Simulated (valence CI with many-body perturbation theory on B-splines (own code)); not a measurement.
**Br³⁺: electric-dipole lines**

Method: valence CI with perturbative core correlation (CI+MBPT): four valence electrons over a frozen Dirac-Fock core [Ar] 3d10, a basis of 11 s, 11 p, 9 d, 7 f, 5 g, 2 h, 1 i functions for each j, with the one-electron correlation potential Σ1, the two-electron term Σ2, the three-electron term Σ3, Breit, model QED; selected CI, second order for the rest, scaled by the run's own slope (own B-spline code, finite nucleus).

No measured spectrum was set against this ion. As an estimate, levels hold to about 250 cm⁻¹ or 0.2 % of their energy and the worst to 1 %, as in measured heavy ions of charge 2 to 7; those with d or f electrons hold less well. Core correlation moves these levels by up to 6900 cm⁻¹, and in measured spectra 5 to 20 % of such shifts remained as error; rates that hang on mixing are uncertain with them. Among the levels kept, up to 470 cm⁻¹ of a level comes from second order outside the variational space, and about a tenth of that is noise between levels of different J, which matters for small intervals.

Lines 51 to 100 of 280 in falling wavelength, among levels below 271391 cm⁻¹, chosen from the strongest by gf and those to the six lowest levels. Wavelengths and rates use the calculated energies, so an error of 300 cm⁻¹ moves a line at 2108 Å by 0.63 % and its rate by three times that or more. Electric multipoles are in the length gauge, E1 and E2 with the static RPA response of the core. Weak lines are less certain than strong ones. Lines between different terms over intervals too small for the method are left out, as are lines whose strength nearly cancels. Where a level lies close to another of its J and parity, the split of strength between their lines is uncertain. The highest levels of a list are the least certain.

Names give the largest LS component (configuration and term), which can be under half, so a name can repeat, a term be missing and a line seem to break the LS rules; names also repeat where a configuration has a term twice. Letters in brackets count levels of one name in rising energy.

```tsv
λ vac (Å)	Upper	Lower	A (s⁻¹)	S (a.u.) with core polarisation	S without
2108	4s2 4p 5d 3D°_1	4s2 4p 5p 3P_1	1.51e+08	2.10e+00	2.11e+00
2092	4s2 4p 6s 3P°_1	4s2 4p 5p 3P_2	7.08e+07	9.59e-01	9.57e-01
2069	4s2 4p 5d 3F°_2	4s2 4p 5p 3D_2	1.39e+08	3.03e+00	3.04e+00
2052	4s2 4p 5d 3F°_2	4s2 4p 5p 3D_1	1.06e+08	2.25e+00	2.27e+00
2042	4s2 4p 5d 1D°_2	4s2 4p 5p 3P_2	9.59e+07	2.02e+00	2.02e+00
2011	4s2 4p 6s 3P°_1	4s2 4p 5p 3P_1	9.52e+07	1.15e+00	1.14e+00
2007	4s2 4p 5d 3D°_3	4s2 4p 5p 3P_2	7.48e+08	2.09e+01	2.10e+01
2004	4s2 4p 5d 3D°_1	4s2 4p 5p 3P_0	6.46e+08	7.69e+00	7.73e+00
2000	4s2 4p 5d 3F°_3	4s2 4p 5p 3D_2	1.16e+09	3.21e+01	3.22e+01
1999	4s2 4p 5d 3F°_4	4s2 4p 5p 3D_3	1.19e+09	4.24e+01	4.26e+01
1997	4s2 4p 5d 3D°_2	4s2 4p 5p 3D_2	6.25e+07	1.23e+00	1.23e+00
1981	4s2 4p 5d 3D°_2	4s2 4p 5p 3D_1	9.37e+08	1.80e+01	1.81e+01
1965	4s2 4p 5d 3D°_3	4s2 4p 5p 3D_3	4.09e+08	1.07e+01	1.08e+01
1965	4s2 4p 5d 1D°_2	4s2 4p 5p 3P_1	7.42e+08	1.39e+01	1.40e+01
1957	4s2 4p 5d 3D°_1	4s2 4p 5p 3D_2	6.23e+07	6.91e-01	6.91e-01
1918	4s2 4p 5d 3F°_2	4s2 4p 5p 1P_1	9.62e+08	1.67e+01	1.68e+01
1916	4s2 4p 6s 3P°_1	4s2 4p 5p 3P_0	1.13e+08	1.17e+00	1.16e+00
1873	4s2 4p 6s 3P°_1	4s2 4p 5p 3D_2	6.12e+08	5.95e+00	5.92e+00
1870	4s2 4p 6s 3P°_0	4s2 4p 5p 3D_1	9.42e+08	3.04e+00	3.02e+00
1834	4s2 4p 5p 1P_1	4s2 4p 4d 3F°_2	2.50e+08	2.28e+00	2.25e+00
1833	4s2 4p 5d 1D°_2	4s2 4p 5p 3D_2	1.11e+08	1.68e+00	1.69e+00
1821	4s2 4p 5d 3D°_1	4s2 4p 5p 1P_1	2.99e+08	2.68e+00	2.69e+00
1820	4s2 4p 5d 1D°_2	4s2 4p 5p 3D_1	7.22e+07	1.07e+00	1.08e+00
1772	4s2 4p 5p 3D_2	4s2 4p 4d 3F°_3	4.83e+08	6.62e+00	6.55e+00
1758	4s2 4p 6s 3P°_0	4s2 4p 5p 1P_1	2.53e+08	6.79e-01	6.76e-01
1748	4s2 4p 6s 3P°_1	4s2 4p 5p 1P_1	3.73e+08	2.95e+00	2.94e+00
1726	4s2 4p 5p 3D_1	4s2 4p 4d 3F°_2	2.82e+08	2.14e+00	2.12e+00
1725	4s2 4p 5p 3D_3	4s2 4p 4d 3F°_4	5.65e+08	1.00e+01	9.90e+00
1714	4s2 4p 5p 3D_2	4s2 4p 4d 3F°_2	5.38e+07	6.69e-01	6.61e-01
1640	4s2 4p 5p 3D_3	4s2 4p 4d 3F°_3	4.36e+07	6.64e-01	6.56e-01
1506	4s 4p3 5S°_2	4s2 4p2 1D_2	2.86e+04	2.41e-04	2.75e-04
1474	4s2 4p 4f 3D_2	4s2 4p 4d 1P°_1	7.83e+07	6.19e-01	6.18e-01
1418	4s2 4p 4f 1D_2	4s2 4p 4d 1P°_1	7.78e+08	5.48e+00	5.47e+00
1358	4s2 4p 5p 1P_1	4s 4p3 1D°_2	2.72e+08	1.01e+00	9.94e-01
1321	4s2 4p 4f 1F_3	4s2 4p 4d 1D°_2	1.42e+08	1.13e+00	1.11e+00
1308	4s 4p2 4d 3F_3 [a]	4s2 4p 4d 3D°_2	1.69e+08	1.30e+00	1.33e+00
1304	4s2 4p 4f 1G_4	4s2 4p 4d 1F°_3	1.72e+09	1.70e+01	1.71e+01
1299	4s 4p3 5S°_2	4s2 4p2 3P_2	1.37e+06	7.42e-03	8.49e-03
1294	4s 4p3 3D°_1	4s2 4p2 1S_0	2.24e+05	7.19e-04	8.64e-04
1289	4s2 4p 4f 3F_4 [a]	4s2 4p 4d 3D°_3	3.90e+08	3.71e+00	3.74e+00
1277	4s 4p2 4d 3F_3 [b]	4s2 4p 4d 1D°_2	7.55e+07	5.43e-01	5.32e-01
1256	4s 4p2 4d 3F_2	4s2 4p 4d 3P°_1 [a]	1.33e+08	6.52e-01	6.70e-01
1251	4s 4p3 5S°_2	4s2 4p2 3P_1	7.19e+05	3.47e-03	3.98e-03
1233	4s2 4p 4f 3F_2	4s2 4p 5s 3P°_1	2.26e+08	1.04e+00	1.02e+00
1229	4s2 4p 4f 3D_3	4s2 4p 5s 3P°_2	9.62e+07	6.17e-01	6.16e-01
1223	4s 4p2 4d 3F_3 [a]	4s2 4p 4d 3P°_2	1.17e+08	7.39e-01	7.49e-01
1216	4s2 4p 4f 1F_3	4s2 4p 4d 3P°_2	2.41e+08	1.49e+00	1.49e+00
1213	4s2 4p 4f 3F_3	4s2 4p 4d 3D°_2	5.95e+08	3.68e+00	3.63e+00
1203	4s2 4p 4f 3F_4 [b]	4s2 4p 4d 3D°_3	8.37e+08	6.47e+00	6.36e+00
1195	4s2 4p 4f 1D_2	4s2 4p 5s 1P°_1	1.64e+08	6.91e-01	6.93e-01
```
